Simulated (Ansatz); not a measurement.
A single point on F2H6N2OSi2, SMILES `N[Si@H](F)O[Si@H](N)F`.

```yaml
crystal:
  periodic: [false, false, false]
  atoms:
    - {symbol: N, position_ang: [0.717389, -1.548584, -0.808782]}
    - {symbol: Si, position_ang: [1.591082, -0.347353, 0.034754]}
    - {symbol: F, position_ang: [1.836883, -0.955871, 1.484253]}
    - {symbol: O, position_ang: [0.700687, 1.002807, 0.102737]}
    - {symbol: Si, position_ang: [-0.852726, 1.479469, 0.251205]}
    - {symbol: N, position_ang: [-1.800620, 0.127787, 0.600527]}
    - {symbol: F, position_ang: [-1.219081, 2.183216, -1.135589]}
    - {symbol: H, position_ang: [0.963064, -2.516315, -0.666761]}
    - {symbol: H, position_ang: [0.450261, -1.386200, -1.767683]}
    - {symbol: H, position_ang: [2.914135, 0.028611, -0.494949]}
    - {symbol: H, position_ang: [-1.000945, 2.529596, 1.271725]}
    - {symbol: H, position_ang: [-2.767358, 0.185536, 0.869366]}
    - {symbol: H, position_ang: [-1.532772, -0.782701, 0.259188]}
basis:
  gaussian: {orbitals: def2-QZVPP}
correlation: {method: mp2}
```

```sh
$ ansatz run in.yaml --threads 2 --pin off --events-out ev --progress --plain --max-ram 32768MiB --backend cuda --devices 0, --max-vram 18GiB
```

It prints (some lines left out):

```
Functional definition: HF
  name "HF"
  cite "Fock, Z. Phys. 61, 126 (1930) doi:10.1007/BF01340294"
  parent pbe
  exchange = exact_x
  correlation = 0
3640 factors; integrals over basis functions are off by at most 9.8e-4 eV
mean field evaluation 1: about -26239.9639 eV, gradient 6.5e1 eV
mean field evaluation 2: about -26240.1333 eV, gradient 6.5e1 eV
mean field evaluation 4: about -26247.5213 eV, gradient 3.9e0 eV
mean field evaluation 8: about -26247.5850 eV, gradient 3.0e-1 eV
mean field -26247.58528032 eV, -964.5809677993 hartree, gradient 2.5e-6 eV, S^2 0.000000; 0 other end points of the search recorded, 0 dependent functions left out
15 core orbitals not correlated: weight in the atoms' cores, before any rotation towards them, 1.000 or more for the frozen orbitals, at most 0.000 for the correlated occupied ones
reference -26247.58528032 eV, -964.5809677993 hartree; 22, 22 occupied and 568, 568 virtual orbitals, 3640 factors
second order -41.07275685 eV of doubles, -0.00000000 eV of singles
Total energy: -26288.65803717 eV, -966.0903637734 hartree
```

Hardware: 2 threads of an AMD EPYC 7R13 on a shared host and a share of an NVIDIA H100 80 GB. Wall time 6 s, peak host memory 1.1 GiB.
